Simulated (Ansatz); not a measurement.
`BN([SiH3])CC` + `ClC1C=C1` → `[SiH3]C1=CC1Cl` + `BNCC`  (formal exchange of groups at the Si–N bond)

Gas-phase electronic energies from Ansatz, PBE0-D4/def2-TZVP geometries. CCSD(T)/CBS is the MP2 limit (def2-TZVPP, def2-QZVPP) plus CCSD(T) − MP2 in def2-TZVPP, frozen cores. Functionals use def2-TZVPP. B3LYP here is the variant with VWN-RPA as its local correlation; programs differ in this. Each species was taken in one conformer, which may not be the lowest.

Question: Is it downhill or uphill in electronic energy at CCSD(T)/CBS, and by how much? (Best estimate.)

Answer: Computed: Uphill: ΔE = +2.5 kcal/mol.

Question: What do these levels give: PBE, PBE0, B3LYP, SCS-MP2/def2-TZVPP, SCS-MP2/def2-QZVPP, CCSD/CBS(def2)? (Best estimate.)

Answer: Computed: PBE -0.8, PBE0 0.1, B3LYP 0.1, SCS-MP2/def2-TZVPP 2.6, SCS-MP2/def2-QZVPP 2.6, CCSD/CBS(def2) 2.5 kcal/mol.

Largest T1 diagnostic among the species: 0.012.

The D4 term adds +1.4 kcal/mol with B3LYP and +0.7 kcal/mol with PBE0; it sums over pairs of atoms, weighted by their polarisabilities, and B3LYP, whose exchange is more repulsive, gets the larger term. From PBE to PBE0 (25 % exact exchange), in def2-TZVPP and without D4, ΔE moves by +0.9 kcal/mol.
